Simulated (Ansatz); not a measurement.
The cluster SeS2⁺. Total charge 1; doublet. Geometry PBE0-D4/def2-TZVP, that of the neutral singlet; atoms count from 1.

```tsv
atom	x (Å)	y (Å)	z (Å)
S1	-1.0177	0.7659	1.1334
S2	0.5315	-0.0860	0.4206
Se3	0.4862	-0.6798	-1.5540
```

The charge 1 doublet is spin-contaminated (final ⟨S²⟩ up to 0.93, 0.75 for a pure state). The structure comes from a short search, and lower isomers may exist.

Q: Estimate the Mulliken populations from the PBE0/def2-TZVP orbitals of Ansatz.

A: 
```csv
atom,charge (e),spin (α − β)
S1,0.19,-0.31
S2,0.32,0.07
Se3,0.49,1.24
```
Mulliken values and Mayer orders depend strongly on the basis.

Q: Where does the spin sit?

A: Summed by element: S -0.24, Se 1.24, of 1 unpaired in all. Largest on single atoms: Se3 1.24, S1 -0.31, S2 0.07.

Q: And the Mayer bond orders between bonded heavy atoms (over 0.3)?

A: S1–S2 1.81 (1.91 Å); S2–Se3 1.49 (2.06 Å). Values over 0.3 also appear between atoms too far apart for a bond (S1–Se3 0.40 at 3.40 Å); they arise where an orbital or an unpaired electron spreads over both atoms.
